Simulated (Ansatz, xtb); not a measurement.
## F3H3InP: which of two isomers lies lower

We compare a, `[F][In-]([F])([F])[PH3+]`, a singlet, with b, `F[PH2+][InH-]([F])[F]`, a singlet. Both are isolated molecules in the gas phase, relaxed with PBE0-D4/def2-SVP; the shapes shown needn't be the lowest conformers.

a (Å):

```json
{"atom": "F", "x (Å)": "1.4895", "y (Å)": "-1.4523", "z (Å)": "-1.2750"}
{"atom": "F", "x (Å)": "0.6791", "y (Å)": "-0.9082", "z (Å)": "1.9318"}
{"atom": "F", "x (Å)": "1.4329", "y (Å)": "1.6743", "z (Å)": "-0.0663"}
{"atom": "In", "x (Å)": "0.9332", "y (Å)": "-0.2061", "z (Å)": "0.1249"}
{"atom": "P", "x (Å)": "-1.6897", "y (Å)": "0.0175", "z (Å)": "-0.5748"}
{"atom": "H", "x (Å)": "-2.5081", "y (Å)": "0.8648", "z (Å)": "0.2093"}
{"atom": "H", "x (Å)": "-2.4723", "y (Å)": "-1.1616", "z (Å)": "-0.5709"}
{"atom": "H", "x (Å)": "-1.9844", "y (Å)": "0.5102", "z (Å)": "-1.8682"}
```

b (Å):

```yaml
atoms:
  - { symbol: F, position_ang: [-2.6544, -1.4490, -0.5553] }
  - { symbol: F, position_ang: [0.1951, 1.1360, -0.9891] }
  - { symbol: F, position_ang: [0.3304, 0.8099, 2.1838] }
  - { symbol: In, position_ang: [0.8295, -0.1083, 0.5303] }
  - { symbol: P, position_ang: [-1.4606, -0.3668, -0.7279] }
  - { symbol: H, position_ang: [-2.1993, 0.8274, -0.5930] }
  - { symbol: H, position_ang: [-1.2814, -0.4459, -2.1258] }
  - { symbol: H, position_ang: [2.1645, -1.1283, 0.2923] }
```

Quicker runs give these differences E(b) − E(a): GFN2-xTB −12.4 kcal/mol; HF/STO-3G +24.3 kcal/mol (at GFN2-xTB geometries); r2SCAN-D4/def2-SVP +11.9 kcal/mol (at GFN2-xTB geometries).

Q: Estimate E(b) − E(a) at the level CCSD(T)/def2-SVP + ΔMP2/def2-TZVPP.

A: Calculated at CCSD(T)/def2-SVP + ΔMP2/def2-TZVPP: E(b) − E(a) = +8.4 kcal/mol, so structure a lies lower.

Level by level:

| level | geometry | E(b) − E(a) (kcal/mol) | departure from the last row (kcal/mol) | job, with rough time for the two |
| --- | --- | --- | --- | --- |
| GFN2-xTB | GFN2-xTB | −12.4 | −20.8 | optimisation, 0.18 s |
| HF/STO-3G | GFN2-xTB | +24.3 | +15.9 | single point, 0.98 s |
| r2SCAN-D4/def2-SVP | GFN2-xTB | +11.9 | +3.5 | single point, 4.3 s |
| PBE0-D4/def2-SVP | PBE0-D4/def2-SVP | +8.9 | +0.4 | optimisation, 50 s |
| HF/def2-SVP | PBE0-D4/def2-SVP | +16.8 | +8.4 | part of the CCSD(T) run |
| MP2/def2-SVP | PBE0-D4/def2-SVP | +18.6 | +10.2 | part of the CCSD(T) run |
| CCSD(T)/def2-SVP | PBE0-D4/def2-SVP | +17.1 | +8.7 | single point |
| CCSD(T)/def2-SVP + ΔMP2/def2-TZVPP | PBE0-D4/def2-SVP | +8.4 |  | single point, 41 s |

As drawn, b has 1 F–P, 1 In–H in place of 1 F–In, 1 P–H.

GFN2-xTB puts the two in the other order. The largest departure from CCSD(T)/def2-SVP + ΔMP2/def2-TZVPP is that of GFN2-xTB, 20.8 kcal/mol. The last row adds to CCSD(T) the change of the MP2 difference between the two basis sets, here −8.7 kcal/mol, a large step that makes the value less sure.

With harmonic frequencies from PBE0-D4/def2-SVP (ideal gas, rigid rotor, one conformer each, 298.15 K, 1 atm): on the last row, ΔE + ΔZPE = +8.6 kcal/mol. A mode under 50 cm⁻¹ makes harmonic enthalpies and free energies unreliable, so none is given.

The correlated steps freeze 12 core orbitals; the filled d shell of In is correlated, in a basis made for valence electrons. Atoms past krypton carry core potentials in the def2 sets, other sets are all-electron and non-relativistic, and no spin–orbit term is included. Run with Ansatz 0.2.0, xtb 6.7.1; the last row on 2 threads of Arm Neoverse V2 on a shared host.
